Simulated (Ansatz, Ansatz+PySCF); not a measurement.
```xyz
10

C     0.0000    0.0000    0.0000
C     1.5275    0.0000    0.0000
C    -0.7637    1.3228    0.0000
C    -0.7637   -1.3228    0.0000
H     2.1347   -1.0112    0.0000
H     2.1347    1.0112    0.0000
H    -1.9430    1.3431    0.0000
H    -0.1916    2.3543    0.0000
H    -1.9430   -1.3431    0.0000
H    -0.1916   -2.3543    0.0000
```

Basis set: def2-SVP (spherical functions). Correlated methods keep 4 orbitals frozen. Correlation on ROHF uses semicanonical orbitals with singles. Charge 0, multiplicity 3.

Computed with Ansatz (development build ahead of 0.2.0); each method stands on the lowest determinant of its kind that the runs found.

The atomization energy at this shape (free ground-state atoms in the same class of orbitals less the molecule, no zero-point energy) of triplet C₄H₆:

| method | atomization energy |
| --- | --- |
| ROHF-MP2 | 39.34 eV |
| UHF | 31.36 eV |
| ROHF | 30.56 eV |

Q: What does UHF-MP2 give?

A: 38.86 eV. Caution: the shape is not the minimum. Caution for ROHF-MP2, ROHF: an unrestricted determinant lies well below. Caution for UHF-MP2, UHF: the unrestricted determinant is spin contaminated.
